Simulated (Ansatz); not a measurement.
`ICI` + HBr → `BrCI` + HI  (substitution at a C–I bond)

Computed with Ansatz on PBE0-D4/def2-TZVP structures; ΔE is electronic, products minus reactants. CBS: MP2 limit from def2 TZ/QZ plus the TZ coupled-cluster correction, frozen cores. def2 core potentials past Kr. For Br, I outer-core shells are correlated without core-valence functions, which leaves a few kJ/mol of doubt a bond. Scalar relativity is left out up to krypton.

```csv
level,ΔE (eV)
HF/def2-QZVPP,0.06
MP2/CBS(def2),0.20
```

**Question.** What does CCSD(T)/CBS give? (Best estimate.)

**Answer.** Ansatz gave: +0.16 eV. The listed levels differ from it by -0.10, 0.04 eV.

**Question.** What do rigid-rotor, harmonic-oscillator terms from PBE0-D4/def2-TZVP frequencies (298.15 K, 1 bar) make of the CCSD(T)/CBS value? (An estimate is asked.)

**Answer.** The calculation gave: ΔZPE = -0.01 eV, ΔH = +0.15 eV, ΔS = 6 J/(mol·K), ΔG = +0.13 eV.

Largest T1 diagnostic among the species: 0.008.

In def2-TZVPP, CCSD(T) changes the Hartree–Fock value by +0.05 eV (the triples alone add +0.01 eV) and MP2 by +0.09 eV. Leaving LDA and LC-ωPBE aside and taking each functional with its dispersion term where it has one, the values, not all of them listed here, spread over 0.02 eV, from CAM-B3LYP-D4 to PBE-QIDH.
